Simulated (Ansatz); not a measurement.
Cost and result for the atomization energy of CH$_{8}$ClNSi$_{2}$, SMILES `N[SiH]([SiH3])CCl` (13 atoms, 12 bonds).

Z-matrix (Å, degrees):
```
Si
Si 1 2.345
C 1 1.894 2 108.5
N 1 1.716 2 109.4 3 -124.3
H 1 1.487 2 111.8 3 116.7
H 2 1.492 1 109.5 3 53.1
H 2 1.485 1 112.3 3 -67.6
H 2 1.489 1 109.6 3 171.3
Cl 3 1.789 1 108.3 2 57.0
H 3 1.091 1 112.5 2 -61.6
H 3 1.091 1 112.4 2 175.6
H 4 1.005 1 123.0 2 41.3
H 4 1.006 1 122.5 2 -157.6
```

Total charge 0; spin multiplicity 1. All single points use the PBE0-D4/def2-TZVP geometry. It is one conformer, not always the lowest. Program: Ansatz. All runs use 4 threads of an AMD EPYC 9R45 on a shared host. Times are those of one run each, without the atoms' runs, and a repeat can differ threefold. Electronic energies, without spin–orbit coupling; frozen cores. CCSD(T)/CBS adds CCSD(T) − MP2 in def2-TZVPP to the MP2 limit, and its time is that of the two runs behind it. T1 = 0.011. B3LYP takes the VWN-RPA correlation (the form of Gaussian; ORCA's B3LYP/G).

CCSD(T)/CBS is a level of theory with its own doubt, some kJ/mol a heavy atom from the limit and from the frozen cores, so smaller differences don't rank the functionals.

| level | functions | wall time | atomization (kcal/mol) | difference from CCSD(T)/CBS | per bond |
| --- | --- | --- | --- | --- | --- |
| PBE-D4/def2-TZVPP (with forces) | 300 | 1.6 s | 1015.9 | 5.5 | 0.5 |
| PBE0-D4/def2-TZVPP | 300 | 2 s | 1005.5 | -4.9 | -0.4 |
| r2SCAN-D4/def2-TZVPP (with forces) | 300 | 2.7 s | 1007.7 | -2.7 | -0.2 |
| B3LYP-D4/def2-TZVPP (with forces) | 300 | 3.2 s | 1009.2 | -1.2 | -0.1 |
| B2PLYP/def2-TZVPP | 300 | 3.5 s | 994.2 | -16.2 | -1.4 |
| ωB97X-V/def2-TZVPP | 300 | 4.5 s | 1016.8 | 6.4 | 0.5 |
| ωB97M-V/def2-TZVPP (with forces) | 300 | 6.5 s | 1012.5 | 2.1 | 0.2 |
| MP2/def2-QZVPP | 564 | 14 s | 1002.4 | -8.0 | -0.7 |
| CCSD(T)/def2-TZVPP | 300 | 98 s | 980.7 | -29.7 | -2.5 |
| CCSD(T)/CBS(def2) | – | 110 s | 1010.4 | 0.0 | 0.0 |

From PBE to PBE0 (25 % exact exchange), in def2-TZVPP and without D4, the atomization energy moves by −9.3 kcal/mol: exact exchange takes away binding that semilocal exchange gives to molecules. The D4 term adds +12.6 kcal/mol with B3LYP and +6.7 kcal/mol with PBE0; it sums over pairs of atoms, weighted by their polarisabilities, and B3LYP, whose exchange is more repulsive, gets the larger term. In def2-TZVPP, CCSD(T) changes the Hartree–Fock value by +246.0 kcal/mol (the triples alone add +12.9 kcal/mol) and MP2 by +250.0 kcal/mol; breaking electron pairs costs correlation energy, which Hartree–Fock lacks.
